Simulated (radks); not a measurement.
Task: The mean radii <r> (bohr) of the occupied orbitals of an atom or ion are listed with their occupations. Calculated with a radial shooting solver on a logarithmic mesh with Libxc functionals: Dirac Kohn-Sham, LDA (Slater exchange, Perdew-Wang correlation), spin-unpolarised, spherical densities, finite nucleus; Fermi nuclear charge, rms radius of each element as measured or else 0.836 A^(1/3) + 0.57 fm.

| orbital | occ. | <r> |
|---|---|---|
| 1s1/2 | 2 | 0.04556 |
| 2s1/2 | 2 | 0.2026 |
| 2p1/2 | 2 | 0.1746 |
| 2p3/2 | 4 | 0.1783 |
| 3s1/2 | 2 | 0.5667 |
| 3p1/2 | 2 | 0.5648 |
| 3p3/2 | 4 | 0.5729 |
| 3d3/2 | 4 | 0.5522 |
| 3d5/2 | 1 | 0.5546 |

Name the element and its charge. Open shells, if any, fill j = l - 1/2 first.

Result: Z = 33, arsenic, charge +10: As10+ in [Ar] 3d5. The 1s radius gives Z: for a bare nucleus <r> = (2 gamma + 1)/(2Z) with gamma = sqrt(1 - (Z/c)^2), 0.04456 bohr for Z = 33, and screening makes it slightly larger (0.04556 here). The occupations add up to 23, and the charge is Z minus that.
